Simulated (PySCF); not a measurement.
From one molecule to another.

First species: C6H5N2P.
Cartesian coordinates in Å at the GFN2-xTB level; atoms count from 1:
```
atom  x, y, z in Å
C1    -1.852   -0.980    0.193
C2    -0.432   -0.505    0.140
P3     0.828   -1.615    0.627
C4     2.211   -0.599    0.382
C5     2.145    0.703   -0.078
N6     1.053    1.365   -0.394
C7    -0.143    0.793   -0.289
C8    -1.243    1.620   -0.664
N9    -2.151    2.254   -0.956
H10   -1.899   -2.008    0.549
H11   -2.444   -0.351    0.858
H12   -2.312   -0.928   -0.794
H13    3.181   -1.023    0.607
H14    3.059    1.274   -0.205
```

Second species: C4H5FO3Si.
Numbering: `[CH2:1]=[CH:2][C:3](=[O:4])[Si@H:5]([F:6])[O:7][CH:8]=[O:9]` (hydrogens: H10, H11 on C1; H12 on C2; H13 on Si5; H14 on C8)

Levels: B3LYP/def2-SVPD for dipole moment, HOMO energy, LUMO energy, HOMO–LUMO gap, static isotropic polarisability and electronic spatial extent ⟨r²⟩ about the centre of nuclear charge; TDDFT B3LYP/def2-SVPD for lowest singlet excitation; TDA B3LYP/def2-SVPD for lowest triplet excitation (Tamm–Dancoff); GFN2-xTB for rotational constant A and rotational constant C. Geometries: GFN2-xTB. Each structure is a single optimised conformer of the isolated species, non-relativistic unless stated; the electronic structure was computed with PySCF and density fitting.

Dipoles, sizes and rotational constants follow the conformer. The torsions of the flexible species, by atom-mapped SMILES:
- `[CH2:1]=[CH:2][C:3](=[O:4])[Si@H:5]([F:6])[O:7][CH:8]=[O:9]`: C1–C2–C3–O4 12°, C2–C3–Si5–F6 86°, C3–Si5–O7–C8 -171°, Si5–O7–C8–O9 9°

**Question.** Which has the higher rotational constant A?

**Answer.** The second: 2.704 GHz against 2.488 GHz, a difference of 0.216 GHz.

**Question.** Which of the two has the higher HOMO energy, and by how much?

**Answer.** The second: -7.33 eV against -7.85 eV, a difference of 0.52 eV.

**Question.** Which has the higher S1 energy?

**Answer.** The first: 3.83 eV against 2.81 eV, a difference of 1.02 eV.

**Question.** Which has the higher dipole moment?

**Answer.** The first: 4.54 D against 3.88 D, a difference of 0.66 D.

**Question.** Which has the higher ⟨r²⟩?

**Answer.** The second: 1627 bohr² against 1278 bohr², a difference of 349 bohr².

**Question.** Which of the two has the higher static isotropic polarisability, and by how much?

**Answer.** The first: 104.8 au against 81.8 au, a difference of 23.0 au.

**Question.** Which of the two has the higher rotational constant C, and by how much?

**Answer.** The first: 0.849 GHz against 0.689 GHz, a difference of 0.160 GHz.

**Question.** Which of the two has the higher HOMO–LUMO gap, and by how much?

**Answer.** The first: 4.99 eV against 4.34 eV, a difference of 0.65 eV.

On the first: No computed singlet falls in the visible range (750 to 380 nm, 1.65 to 3.26 eV); S1 lies 0.57 eV above its blue end. The polarisability is 15.52 Å³ as a volume (1 au = 0.148185 Å³), or 1.50 au for each of the 70 electrons.

On the second: The principal polarisabilities are 55.4, 80.7 and 109.2 au; their mean is the isotropic value.
